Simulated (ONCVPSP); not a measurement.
## What one change does to a pseudopotential (scandium (Sc), ONCV)

Sc, optimised norm-conserving Vanderbilt (ONCV), made with ONCVPSP 4.0.1 (PBE, scalar-relativistic). Core [Ne], reference 3s2 3p6 3d1 4s1.5 (charge +0.5). Waves: 3s+4s: rc 1.45 bohr, ncon 4, nbas 7, qcut 6.5 1/bohr, 3 projectors, debl 1.4 Ha; 3p: rc 1.65 bohr, ncon 4, nbas 7, qcut 10.6 1/bohr, 2 projectors, debl 3.9 Ha; 3d: rc 1.70 bohr, ncon 3, nbas 8, qcut 7.6 1/bohr, 3 projectors, debl 2.6 Ha. Local part: polynomial inside 1.20 bohr (lpopt 4, dvloc0 -1 Ha). Core correction: Teter function, fcfact 2.25, rcfact 1.25.

Change: s: qcut 4.8; p: qcut 7.8; d: qcut 5.6.

Cutoffs: the cutoffs (Ha) at which the residual kinetic energy of the hardest occupied pseudo-wave falls to 1 and 0.1 mHa per electron; they do not see the model core or the augmentation charge, which bear on the density cutoff. Errors are all-electron minus pseudo energies relative to the spin-unpolarised reference configuration.

What does the change do?

The potential gets harder (24 Ha and 48 Ha → 78 Ha and 135 Ha); a bound ghost appears in s, which as a rule spoils a file; of the 4 tests that both files solve, the error grows in 1 and shrinks in 0 by more than 15 % and 0.3 meV (median size 0.2 → 0.2 meV).

| quantity | base | changed |
| --- | --- | --- |
| cutoff, loose | 24 Ha | 78 Ha |
| cutoff, tight | 48 Ha | 135 Ha |
| loose cutoff by channel | s 19 Ha, p 17 Ha, d 24 Ha | s 48 Ha, p 18 Ha, d 78 Ha |
| bound ghosts | none | s |
| GHOST(+) flags under 300 eV | none | none |
| error for 3s2 3p6 3d1 4s2, meV [ΔE -2.75 eV] | +0.2 | +0.2 |
| error for 3s2 3p6 3d1 4s1, meV [ΔE 4.14 eV] | -0.2 | -0.3 |
| error for 3s2 3p6 3d1 4s0, meV [ΔE 16.91 eV] | -1.5 | -2.4 |
| error for 3s2 3p6 3d1 4s0 4p2, meV [ΔE 2.92 eV] | +0.2 | +0.2 |
| s: phases at 1.47 bohr within 0.05 rad from the reference energy up to (Ha; the scan ends near 5) | to the end of the scan | to the end of the scan |
| p: phases at 1.68 bohr within 0.05 rad from the reference energy up to (Ha; the scan ends near 5) | to the end of the scan | to the end of the scan |
| d: phases at 1.73 bohr within 0.05 rad from the reference energy up to (Ha; the scan ends near 5) | to the end of the scan | to the end of the scan |
| rms error of d²Exc/dni dnj with the model core, mHa | 0.75 | 0.82 |

 A true bound ghost makes a file unfit for plane-wave use even where its test errors are small: the radial tests pick states by their node count and pass the ghost by.
